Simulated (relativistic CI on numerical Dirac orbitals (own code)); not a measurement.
Ligand-field terms of d6

Computed with a parametric ligand-field model of a d^n configuration (Racah B and C, spin-orbit zeta, crystal field), exact diagonalisation.

Field parameters in Wybourne normalisation: Oh B⁴₀ = 21Dq, B⁴₄ = √(5/14) B⁴₀. The field is a parameter set, without covalency.

(1) Ground term and bands for B = 710, C = 2630, ζ = 0 cm⁻¹, Oh, 10Dq = 12070 cm⁻¹?

(2) Ground term and bands for B = 710, C = 2630, ζ = 0 cm⁻¹, Oh, 10Dq = 710 cm⁻¹?

(3) Ground term and bands for B = 710, C = 2630, ζ = 0 cm⁻¹, Oh, 10Dq = 30530 cm⁻¹?

(4) Ground term and bands for B = 710, C = 2630, ζ = 0 cm⁻¹, Oh, 10Dq = 10650 cm⁻¹?

(5) Ground term and bands for B = 710, C = 2630, ζ = 0 cm⁻¹, Oh, 10Dq = 26270 cm⁻¹?

Results:

(1) Ground term 1A1 with 0.07 electrons in the two orbitals of the cubic e set. Spin-allowed: 1T1 10659 cm⁻¹ (938 nm), 1T2 18128 cm⁻¹ (552 nm), 1E 22565 cm⁻¹ (443 nm), 1T2 23170 cm⁻¹ (432 nm). Lowest spin-forbidden: 5T2 1467 cm⁻¹, 3T1 4790 cm⁻¹ (2088 nm), 3T2 8577 cm⁻¹ (1166 nm).

(2) Ground term 5T2 with 2.00 electrons in the two orbitals of the cubic e set. Spin-allowed: 5E 710 cm⁻¹. Lowest spin-forbidden: 3T1 13163 cm⁻¹ (760 nm), 3T2 13396 cm⁻¹ (746 nm), 3T1 13833 cm⁻¹ (723 nm).

(3) Ground term 1A1 with 0.02 electrons in the two orbitals of the cubic e set. Spin-allowed: 1T1 28671 cm⁻¹ (349 nm), 1T2 38565 cm⁻¹ (259 nm), 1T2 58622 cm⁻¹ (171 nm), 1E 58768 cm⁻¹ (170 nm). Lowest spin-forbidden: 3T1 23032 cm⁻¹ (434 nm), 3T2 27955 cm⁻¹ (358 nm), 5T2 37625 cm⁻¹ (266 nm).

(4) Ground term 5T2 with 2.00 electrons in the two orbitals of the cubic e set. Spin-allowed: 5E 10650 cm⁻¹ (939 nm). Lowest spin-forbidden: 1A1 1266 cm⁻¹, 3T1 4666 cm⁻¹ (2143 nm), 3T2 8246 cm⁻¹ (1213 nm).

(5) Ground term 1A1 with 0.03 electrons in the two orbitals of the cubic e set. Spin-allowed: 1T1 24482 cm⁻¹ (408 nm), 1T2 34124 cm⁻¹ (293 nm), 1T2 50270 cm⁻¹ (199 nm), 1E 50358 cm⁻¹ (199 nm). Lowest spin-forbidden: 3T1 18806 cm⁻¹ (532 nm), 3T2 23596 cm⁻¹ (424 nm), 5T2 29220 cm⁻¹ (342 nm).
